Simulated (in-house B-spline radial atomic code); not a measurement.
Ge+ is squeezed into an impenetrable sphere of radius R (the orbitals vanish at R). No spin polarisation. Method: non-relativistic LDA VWN5, spherical fractional occupations, point nucleus. Calculated with a radial B-spline atomic code at the basis-set limit.

Energies in eV above the free ion in [Ar] 3d10 4s2 4p1:

```tsv
R (bohr)	highest level (eV)	[Ar] 3d10 4s2 4p1	[Ar] 3d10 4s1 4p1 4f1	[Ar] 3d9 4s2 4p1 4f1	-dE/dV in [Ar] 3d10 4s2 4p1 (GPa)
7.24	-11.4	0.02691	24.66	49.89	0.0694
6.83	-11.4	0.05118	25.38	50.59	0.148
4.61	-9.59	1.658	35.23	59.91	10.6
4.25	-8.51	2.942	39.22	63.73	22.4
3.47	-3.52	10.47	55.27	79.87	125
3.08	1.85	20.29	71.18	96.78	319
2.68	11.9	41.49	100.1	128.8	921
2.28	31.8	90.21	157.1	194.1	3050
1.81	88.1	256	326.5	393.3	16300
1.48	187	609.2	659.8	787.4	68200
```

Does [Ar] 3d10 4s1 4p1 4f1 fall below [Ar] 3d10 4s2 4p1 under compression?

No, it stays above over the whole range.

Does [Ar] 3d9 4s2 4p1 4f1 fall below [Ar] 3d10 4s2 4p1 under compression?

No, it stays above over the whole range.

The highest level is first positive in the row R = 3.08 bohr, pushed up by confinement above the zero of the free ion's potential. Each configuration is held fixed and needn't be the lowest in the sphere.
